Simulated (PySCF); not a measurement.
CH5Cl2GeP.
Bonds: C1–Ge2, Ge2–P3, Ge2–Cl4, Ge2–Cl5. Hydrogens: H6, H7, H8 on C1; H9, H10 on P3.

Method: PBE0-D3(BJ)/def2-SVP geometry optimisation, gas phase in PySCF; density fitting, grid level 1; the optimiser is geomeTRIC in internal coordinates, started from a GFN2-xTB structure with every atom displaced at random (about 0.01 Å).

Step 0: E = -91935.3088 eV
```
atom  x, y, z in Å  |  force x, y, z in eV/Å
C1     -1.4571   -0.7767   -0.2925    0.092   2.129  -0.305
Ge2     0.0256    0.5165    0.0405   -0.408  -0.945  -0.100
P3      2.1780   -0.2524   -0.4937   -0.464   0.001  -0.234
Cl4    -0.0985    1.1348    2.1088    0.024  -0.019   0.130
Cl5    -0.3873    2.2852   -1.1014   -0.032   0.178  -0.206
H6     -1.3634   -1.6462    0.3008    0.278  -1.305   0.907
H7     -1.4883   -1.0302   -1.3465    0.121  -0.158  -0.508
H8     -2.4083   -0.2707   -0.0430    0.232  -0.032   0.025
H9      2.2895   -0.8939    0.7614   -0.034  -0.298   0.256
H10     2.7621    0.9132    0.0375    0.191   0.450   0.035
```

Step 1: E = -91935.3730 eV
```
atom  x, y, z in Å  |  force x, y, z in eV/Å
C1     -1.3752   -0.7388   -0.2926   -0.584  -0.425   0.253
Ge2    -0.0245    0.5603    0.1024    0.324   0.069  -0.288
P3      2.0423   -0.2663   -0.5014    0.139   0.051   0.054
Cl4    -0.1222    1.1645    2.1726   -0.030   0.019   0.034
Cl5    -0.4220    2.3147   -1.1073    0.038  -0.057   0.121
H6     -1.2879   -1.6441    0.3393    0.144   0.230  -0.149
H7     -1.3536   -1.0269   -1.3524    0.168   0.034  -0.029
H8     -2.3568   -0.2971   -0.0886   -0.164   0.082   0.027
H9      2.1693   -0.9523    0.7472    0.016  -0.032  -0.030
H10     2.7831    0.8655   -0.0472   -0.052   0.029   0.007
```

Step 2: E = -91935.3989 eV
```
atom  x, y, z in Å  |  force x, y, z in eV/Å
C1     -1.4100   -0.7451   -0.2894   -0.243   0.052   0.125
Ge2    -0.0128    0.5456    0.0834   -0.014  -0.154  -0.176
P3      2.0751   -0.2563   -0.4997    0.053   0.030   0.009
Cl4    -0.1159    1.1562    2.1534   -0.003   0.012   0.056
Cl5    -0.3953    2.3119   -1.1037    0.030  -0.016   0.033
H6     -1.3009   -1.6388    0.3437    0.085   0.039  -0.028
H7     -1.3714   -1.0348   -1.3489    0.066   0.006  -0.007
H8     -2.3942   -0.2958   -0.0836    0.072   0.017  -0.008
H9      2.2049   -0.9570    0.7401    0.003  -0.008  -0.018
H10     2.7730    0.8934   -0.0234   -0.048   0.020   0.015
```

Step 3: E = -91935.4070 eV
```
atom  x, y, z in Å  |  force x, y, z in eV/Å
C1     -1.4306   -0.7439   -0.2852   -0.007   0.102  -0.026
Ge2    -0.0072    0.5218    0.0639   -0.045  -0.077  -0.002
P3      2.0968   -0.2490   -0.5014    0.013   0.028  -0.022
Cl4    -0.1109    1.1380    2.1368    0.016   0.000   0.032
Cl5    -0.3695    2.2980   -1.1081    0.012   0.025  -0.030
H6     -1.3022   -1.6288    0.3511   -0.003  -0.055   0.027
H7     -1.3825   -1.0373   -1.3438   -0.031  -0.017   0.011
H8     -2.4053   -0.2792   -0.0753    0.053  -0.009  -0.005
H9      2.2277   -0.9625    0.7303    0.001   0.002   0.000
H10     2.7360    0.9224    0.0035   -0.010   0.002   0.013
```

Q: Estimate the geometry and energy of step 4. (The exact step hangs on the optimiser's Hessian estimate; all steps are aligned on step 3, rigid shifts and turns removed.)

A: E = -91935.4084 eV, largest force 0.081 eV/Å
```
atom  x, y, z in Å  |  force x, y, z in eV/Å
C1     -1.4374   -0.7444   -0.2853    0.064   0.041  -0.027
Ge2    -0.0046    0.5117    0.0573   -0.035  -0.036   0.027
P3      2.1070   -0.2413   -0.5020    0.005   0.020  -0.015
Cl4    -0.1036    1.1285    2.1327    0.010  -0.007   0.002
Cl5    -0.3561    2.2915   -1.1144    0.001   0.011  -0.023
H6     -1.3108   -1.6297    0.3527   -0.018  -0.023   0.016
H7     -1.3976   -1.0428   -1.3428   -0.029  -0.007   0.006
H8     -2.4047   -0.2701   -0.0716    0.000   0.004   0.009
H9      2.2379   -0.9603    0.7265    0.002  -0.001  -0.001
H10     2.7223    0.9361    0.0188   -0.001  -0.002   0.006
```

The energy changes by -0.0014 eV. The first-order estimate −F·Δx gives -0.0022 eV and the mean of the old and new forces, exact on a quadratic surface, -0.0016 eV. The step makes an angle of 74° with the force vector and moves no atom by more than 0.025 Å.

What follows is the cost of the whole optimisation. The run took 57 s of wall time on one thread, Arm Neoverse V1 (aarch64), no GPU, on a shared host, and the process peaked at 0.54 GiB of memory.
